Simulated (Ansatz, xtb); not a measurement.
**C4H5BrCl2: which of two isomers lies lower**

Structure X is `Cl/C=C(/CCl)CBr`, a singlet and structure Y is `C/C(Br)=C(\Cl)CCl`, a singlet. Both are isolated molecules in the gas phase, relaxed with r2SCAN-D4/def2-SVP; the shapes shown needn't be the lowest conformers.

X (Å):

```yaml
atoms:
  - { symbol: C, position_ang: [-0.8787, 1.0080, 2.3589] }
  - { symbol: C, position_ang: [-0.1222, 1.2452, 1.2696] }
  - { symbol: C, position_ang: [1.3070, 0.8074, 1.2799] }
  - { symbol: C, position_ang: [-0.6220, 1.9393, 0.0552] }
  - { symbol: Br, position_ang: [0.1265, 3.7701, -0.0622] }
  - { symbol: Cl, position_ang: [-2.5233, 1.5001, 2.5315] }
  - { symbol: Cl, position_ang: [1.6203, -0.4474, 0.0035] }
  - { symbol: H, position_ang: [-0.4947, 0.4774, 3.2348] }
  - { symbol: H, position_ang: [1.5974, 0.3664, 2.2422] }
  - { symbol: H, position_ang: [1.9746, 1.6501, 1.0452] }
  - { symbol: H, position_ang: [-0.2847, 1.4331, -0.8587] }
  - { symbol: H, position_ang: [-1.7105, 2.0594, 0.0558] }
```

Y (Å):

```yaml
atoms:
  - { symbol: C, position_ang: [-1.0137, 0.9375, 2.7923] }
  - { symbol: C, position_ang: [-0.5730, 1.0306, 1.3736] }
  - { symbol: C, position_ang: [0.5993, 1.5087, 0.9045] }
  - { symbol: C, position_ang: [1.0337, 1.6069, -0.5139] }
  - { symbol: Br, position_ang: [-1.8783, 0.3920, 0.1342] }
  - { symbol: Cl, position_ang: [1.7771, 2.1447, 2.0336] }
  - { symbol: Cl, position_ang: [0.9715, 3.3176, -1.1055] }
  - { symbol: H, position_ang: [-1.2809, -0.1009, 3.0454] }
  - { symbol: H, position_ang: [-0.2211, 1.2827, 3.4680] }
  - { symbol: H, position_ang: [-1.9148, 1.5519, 2.9527] }
  - { symbol: H, position_ang: [2.0762, 1.2782, -0.6231] }
  - { symbol: H, position_ang: [0.3817, 1.0148, -1.1663] }
```

Estimate E(Y) − E(X) at the level CCSD(T)/def2-SVP + ΔMP2/def2-TZVPP.

Too close to call at this level: CCSD(T)/def2-SVP + ΔMP2/def2-TZVPP gives E(Y) − E(X) = +0.52 kcal/mol.

The same difference at several levels:

| level | geometry | E(Y) − E(X) (kcal/mol) | departure from the last row (kcal/mol) | job, with rough time for the two |
| --- | --- | --- | --- | --- |
| GFN2-xTB | GFN2-xTB | −2.87 | −3.39 | optimisation, 0.16 s |
| HF/STO-3G | GFN2-xTB | −3.95 | −4.47 | single point, 0.56 s |
| r2SCAN-D4/def2-SVP//GFN2-xTB | GFN2-xTB | −0.27 | −0.79 | single point, 4.8 s |
| r2SCAN-D4/def2-SVP | r2SCAN-D4/def2-SVP | −0.04 | −0.56 | optimisation, 51 s |
| HF/def2-SVP | r2SCAN-D4/def2-SVP | +3.38 | +2.86 | part of the CCSD(T) run |
| MP2/def2-SVP | r2SCAN-D4/def2-SVP | −0.47 | −0.99 | part of the CCSD(T) run |
| CCSD(T)/def2-SVP | r2SCAN-D4/def2-SVP | +0.51 | −0.01 | single point |
| CCSD(T)/def2-SVP + ΔMP2/def2-TZVPP | r2SCAN-D4/def2-SVP | +0.52 |  | single point, 1.7 min |

As drawn, both hold the same kinds of bond in the same numbers. Structure X has 0 methyl groups, Y 1.

The largest departure from CCSD(T)/def2-SVP + ΔMP2/def2-TZVPP is that of HF/STO-3G, 4.47 kcal/mol. The last row adds to CCSD(T) the change of the MP2 difference between the two basis sets, here +0.01 kcal/mol.

With thermal terms from frequencies at re-optimised GFN2-xTB minima (ideal gas, soft modes damped towards free rotors, one conformer each, 298.15 K, 1 atm): the zero-point term adds −0.32 kcal/mol; ΔH is +0.49 and ΔG +0.09 kcal/mol.

The correlated steps freeze 23 core orbitals; the filled d shell of Br is correlated, in a basis made for valence electrons. Codes used: Ansatz 0.2.0, xtb 6.7.1; the last row on 4 threads of Arm Neoverse V2 on a shared host.
